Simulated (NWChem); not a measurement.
System meant: SnH3S3F; SMILES [F][Sn]([SH])([SH])[SH]

Input file for NWChem:

```
start job
memory heap 200 mb stack 900 mb global 1100 mb
geometry units angstroms noautoz
  F      0.000271    -0.002918    -2.267079
  Sn    -0.000088    -0.000444    -0.325247
  S     -0.606238    -2.216477     0.361481
  S      2.222526     0.584209     0.358821
  S     -1.617039     1.633323     0.357405
  H     -1.645192    -2.250613    -0.504794
  H      2.771119    -0.300986    -0.505214
  H     -1.123653     2.550598    -0.506444
end
basis spherical
  F library def2-svp
  Sn library def2-svp
  S library def2-svp
  H library def2-svp
end
ecp
  Sn library def2-ecp
end
dft
  xc b3lyp
  iterations 150
end
tddft
  cis
  nroots 4
  notriplet
end
task tddft energy
```

End of the output:

```
 Vector   44  Occ=0.000000D+00  E= 1.104851D-02  Symmetry=e+
              MO Center=  5.0D-01,  2.5D-01, -8.5D-02, r^2= 7.0D+00
   Bfn.  Coefficient  Atom+Function         Bfn.  Coefficient  Atom+Function
  ----- ------------  ---------------      ----- ------------  ---------------
   101      0.762516  7 H  s                 29      0.585916  2 Sn py
    44      0.565516  3 S  s                 62     -0.561856  4 S  s
    96     -0.467458  6 H  s                 71      0.405626  4 S  pz
    28     -0.366831  2 Sn px                53     -0.312985  3 S  pz
    25     -0.301410  2 Sn px                87     -0.298478  5 S  px

 center of mass
 --------------
 x =   0.00000000 y =   0.00000000 z =  -0.02881588

 moments of inertia (a.u.)
 ------------------
        1351.018197445176          -0.000000000000           0.000000000000
          -0.000000000000        1351.018197445176           0.000000000000
           0.000000000000           0.000000000000        1892.845148226613

     Multipole analysis of the density
     ---------------------------------

     L   x y z        total         alpha         beta         nuclear
     -   - - -        -----         -----         ----         -------
     0   0 0 0     -0.000000    -41.000000    -41.000000     82.000000

     1   1 0 0      0.000000      0.000000      0.000000      0.000000
     1   0 1 0      0.000000      0.000000      0.000000      0.000000
     1   0 0 1      0.116768     -3.510306     -3.510306      7.137381

     2   2 0 0    -50.131636   -272.192651   -272.192651    494.253665
     2   1 1 0     -0.000000     -0.000000     -0.000000      0.000000
     2   1 0 1     -0.000000     -0.000000     -0.000000     -0.000000
     2   0 2 0    -50.131636   -272.192651   -272.192651    494.253665
     2   0 1 1      0.000000      0.000000      0.000000      0.000000
     2   0 0 2    -57.102234   -124.990833   -124.990833    192.879432

 ------------------------------------------------------------------------
 tddft_init: non-Abelian symmetry not permitted                   0
 ------------------------------------------------------------------------
 ------------------------------------------------------------------------
  current input line :
    31: task tddft energy
 ------------------------------------------------------------------------
 ------------------------------------------------------------------------
 There is an error related to the specified geometry
 ------------------------------------------------------------------------
 For more information see the NWChem manual at https://nwchemgit.github.io

0:tddft_init: non-Abelian symmetry not permitted:Received an Error in Communication
```

Can this run be used? If not, why, and what is the fix?

The run crashed. Cause: the TDDFT module takes Abelian point groups alone, and the geometry was found to have a non-Abelian one. This input runs:
```
start job
memory heap 200 mb stack 900 mb global 1100 mb
geometry units angstroms noautosym nocenter noautoz
  F      0.000271    -0.002918    -2.267079
  Sn    -0.000088    -0.000444    -0.325247
  S     -0.606238    -2.216477     0.361481
  S      2.222526     0.584209     0.358821
  S     -1.617039     1.633323     0.357405
  H     -1.645192    -2.250613    -0.504794
  H      2.771119    -0.300986    -0.505214
  H     -1.123653     2.550598    -0.506444
end
basis spherical
  F library def2-svp
  Sn library def2-svp
  S library def2-svp
  H library def2-svp
end
ecp
  Sn library def2-ecp
end
dft
  xc b3lyp
  iterations 150
end
tddft
  cis
  nroots 4
  notriplet
end
task tddft energy
```
It converges to -1510.29349 Ha (B3LYP/def2-SVP with def2 effective core potentials on Sn, TDA).
